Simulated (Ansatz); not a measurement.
Ansatz (an electronic-structure program) input (B3LYP-D3(BJ)/def2-TZVP):

Ansatz 0.2 input:
```yaml
crystal:
  periodic: [false, false, false]
  atoms:
    - {symbol: Hf, position_ang: [-0.13076756, 0.10672836, -0.13064297]}
    - {symbol: O, position_ang: [1.65195379, -0.28358828, -0.31593594]}
    - {symbol: O, position_ang: [-0.47504576, -0.67696694, 1.49172264]}
basis:
  gaussian:
    orbitals: def2-TZVP
hamiltonian:
  xc: b3lyp
  dispersion: d3bj
magnetization: {spin_polarized: true, initial_magnetization: 2}
phonons: {temperatures: {t_min: 298.15, t_max: 298.15, t_step: 100}}
```

Output:

```
Functional definition: B3LYP
integrals: 0.03 GiB planned
675 factors; their error is unknown
mean field: 0.35 GiB planned
mean field evaluation 1: about -5390.1522 eV, gradient 5.6e1 eV
mean field evaluation 2: about -5132.0066 eV, gradient 2.2e2 eV
mean field evaluation 4: about -5401.8858 eV, gradient 6.0e0 eV
mean field evaluation 8: about -5402.0679 eV, gradient 1.5e-1 eV
mean field evaluation 16: about -5402.0816 eV, gradient 1.2e-3 eV
mean field -5402.08155204 eV, -198.5228353751 hartree, gradient 2.7e-5 eV, S^2 2.026783; 3 other end points of the search recorded, 0 dependent functions left out
the calculation of the forces begins
reference -5402.08177320 eV, -198.5228435027 hartree; 15, 13 occupied and 87, 89 virtual orbitals, 675 factors
these checks for a lower state are left out or cut short: stability, starts, cluster_reference, orbital_swaps, neighbouring_geometries, increment
integrals: 0.03 GiB planned
675 factors; their error is unknown
mean field: 0.35 GiB planned
mean field evaluation 32: about -5402.0685 eV, gradient 2.7e-3 eV
mean field -5402.08151749 eV, -198.5228341054 hartree, gradient 2.4e-6 eV, S^2 2.026685; 0 other end points of the search recorded, 0 dependent functions left out
the calculation of the forces begins
reference -5402.08173867 eV, -198.5228422334 hartree; 15, 13 occupied and 87, 89 virtual orbitals, 675 factors
these checks for a lower state are left out or cut short: stability, starts, cluster_reference, orbital_swaps, neighbouring_geometries, increment
integrals: 0.03 GiB planned
675 factors; their error is unknown
mean field: 0.35 GiB planned
mean field -5402.08152000 eV, -198.5228341975 hartree, gradient 2.3e-6 eV, S^2 2.026873; 0 other end points of the search recorded, 0 dependent functions left out
the calculation of the forces begins
reference -5402.08174115 eV, -198.5228423247 hartree; 15, 13 occupied and 87, 89 virtual orbitals, 675 factors
these checks for a lower state are left out or cut short: stability, starts, cluster_reference, orbital_swaps, neighbouring_geometries, increment
integrals: 0.03 GiB planned
675 factors; their error is unknown
mean field: 0.35 GiB planned
mean field -5402.08155795 eV, -198.5228355921 hartree, gradient 1.2e-6 eV, S^2 2.026773; 0 other end points of the search recorded, 0 dependent functions left out
the calculation of the forces begins
reference -5402.08177912 eV, -198.5228437202 hartree; 15, 13 occupied and 87, 89 virtual orbitals, 675 factors
these checks for a lower state are left out or cut short: stability, starts, cluster_reference, orbital_swaps, neighbouring_geometries, increment
integrals: 0.03 GiB planned
675 factors; their error is unknown
mean field: 0.35 GiB planned
mean field -5402.08154261 eV, -198.5228350287 hartree, gradient 1.6e-6 eV, S^2 2.026792; 0 other end points of the search recorded, 0 dependent functions left out
the calculation of the forces begins
reference -5402.08176377 eV, -198.5228431560 hartree; 15, 13 occupied and 87, 89 virtual orbitals, 675 factors
these checks for a lower state are left out or cut short: stability, starts, cluster_reference, orbital_swaps, neighbouring_geometries, increment
integrals: 0.03 GiB planned
675 factors; their error is unknown
mean field: 0.35 GiB planned
mean field evaluation 64: about -5402.0685 eV, gradient 1.6e-3 eV
mean field -5402.08153121 eV, -198.5228346094 hartree, gradient 1.9e-6 eV, S^2 2.026864; 0 other end points of the search recorded, 0 dependent functions left out
the calculation of the forces begins
reference -5402.08175237 eV, -198.5228427370 hartree; 15, 13 occupied and 87, 89 virtual orbitals, 675 factors
these checks for a lower state are left out or cut short: stability, starts, cluster_reference, orbital_swaps, neighbouring_geometries, increment
integrals: 0.03 GiB planned
675 factors; their error is unknown
mean field: 0.35 GiB planned
mean field -5402.08151541 eV, -198.5228340290 hartree, gradient 2.0e-6 eV, S^2 2.026697; 0 other end points of the search recorded, 0 dependent functions left out
the calculation of the forces begins
reference -5402.08173658 eV, -198.5228421567 hartree; 15, 13 occupied and 87, 89 virtual orbitals, 675 factors
Total energy: -5402.16813774 eV, -198.5260173408 hartree
Atom 0 at    -0.130768     0.106728    -0.130643 Å, force    -0.000046     0.000037    -0.000046 eV/Å
Atom 1 at     1.651954    -0.283588    -0.315936 Å, force    -0.000617    -0.000137     0.000566 eV/Å
Atom 2 at    -0.475046    -0.676967     1.491723 Å, force     0.000662     0.000100    -0.000521 eV/Å
Dipole moment:    -0.617012     0.503586    -0.616425 e Å
Vibrations: 86.69 144.66 815.40 cm⁻¹, zero-point energy 0.064890 eV
```

The spin state was set by rule; other spins were not relaxed.
